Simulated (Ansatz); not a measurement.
`[AlH2]/[N]=C\[SeH]`, relaxed with RKS PBE-D4/def2-SVP in the Gaussian-basis code of Ansatz from a rough embedded geometry. The force threshold is 0.03 eV/Å; the program also tests the step.

Total charge 0; spin multiplicity 1.

Start:

```xyz
8

Al   -0.209    1.375    1.186
N    -0.340   -0.330    0.480
C    -0.099   -0.567   -0.744
Se   -0.398   -2.356   -1.438
H    -0.455    1.637    2.791
H     0.250    2.655    0.301
H     0.136    0.225   -1.453
H     1.113   -2.637   -1.123
```

**Question.** How much energy does the relaxation release, and in how many steps? (Best estimate.)

**Answer.** Computed: 95.45 kJ/mol, in 19 steps, 2 of them rejected.

**Question.** Which bonds change most? (Estimate.)

**Answer.** The calculation gave: Se4–H8 from 1.569 to 1.487 Å; Al1–N2 from 1.850 to 1.775 Å; Al1–H5 from 1.644 to 1.593 Å; Al1–H6 from 1.622 to 1.593 Å.

**Question.** Give the relaxed structure. (Best estimate.)

**Answer.** Computed: 
```xyz
8

Al   -0.447    1.647    1.170
N     0.142    0.304    0.171
C     0.500   -0.664   -0.534
Se   -0.726   -2.032   -1.194
H    -0.455    1.427    2.747
H    -0.893    2.974    0.410
H     1.548   -0.858   -0.865
H     0.331   -2.799   -1.904
```
